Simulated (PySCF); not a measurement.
A search over the determinants of InB

Unrestricted PBE0; PySCF, spin-free X2C with a Gaussian nucleus, basis sets In x2c-SVPall, B x2c-SVPall. Outer shells of the fragments: In 4d10 5s2 5p1; B 2s2 2p1.

Followed along the bond (rough minima from three points):

| 2Ms+1 | unpaired | ⟨S²⟩ at the start | R at minimum (Å) | Te (eV) |
| --- | --- | --- | --- | --- |
| 3 | σ ↑, π ↑ | 2.00 | 2.42 | 0.00 |
| 3 | π ↑↑ | 2.05 | 2.22 | 0.08 |
| 1 | σ ↓, π ↑ | 1.01 | 2.42 | 0.18 |
| 1 | π ↑↓ | 1.00 | 2.23 | 0.31 |
| 1 | none | 0.00 | 2.25 | 1.02 |

Solutions found at the starting distance of 2.205 Å, counted from the lowest of them; the search is not exhaustive and high or unbound solutions are not listed, so other states can lie among these:

```csv
2Ms+1,unpaired,term,E (eV),⟨S²⟩,⟨Lz²⟩,μ (D)
3,π ↑↑,³Σ⁻,0.00,2.05,0.00,-2.30
3,"σ ↑, π ↑",³Π,0.08,2.00,1.00,-1.23
1,π ↑↓,mixed,0.23,1.00,2.01,-2.29
1,"σ ↓, π ↑",mixed,0.27,1.01,1.00,-1.36
1,none,mixed,0.95,0.00,2.00,-1.99
3,"σ ↑↑, π ↑↓",mixed,2.31,3.01,2.01,-2.49
3,π ↑↑,mixed,2.53,2.01,2.01,-0.06
1,"σ ↓↓, π ↑↑",mixed,2.78,2.00,0.00,-2.62
3,"σ ↑, π ↑",mixed,3.19,2.33,1.01,-2.64
1,"σ ↓, π ↑",mixed,3.81,1.05,1.01,-2.90
```

A term symbol is given only where ⟨S²⟩ and ⟨Lz²⟩ are close to those of a pure state; real π, δ and φ orbitals otherwise mix terms. A positive dipole means In(−)B(+).

**Question.** Compare the gap between the two lowest followed solutions at the starting distance with the gap between their minima.

**Answer.** At PBE0 the second solution (triplet, unpaired electrons π ↑↑) lies -0.08 eV from the first (triplet, unpaired electrons σ ↑, π ↑) at 2.205 Å and +0.08 eV at the minima; the two curves relax by different amounts, since their minima lie near 2.22 and 2.42 Å.

Spin–orbit coupling is left out. Counting both spins, an empty level lies below a filled one in some of these solutions, because spin and occupation are held.
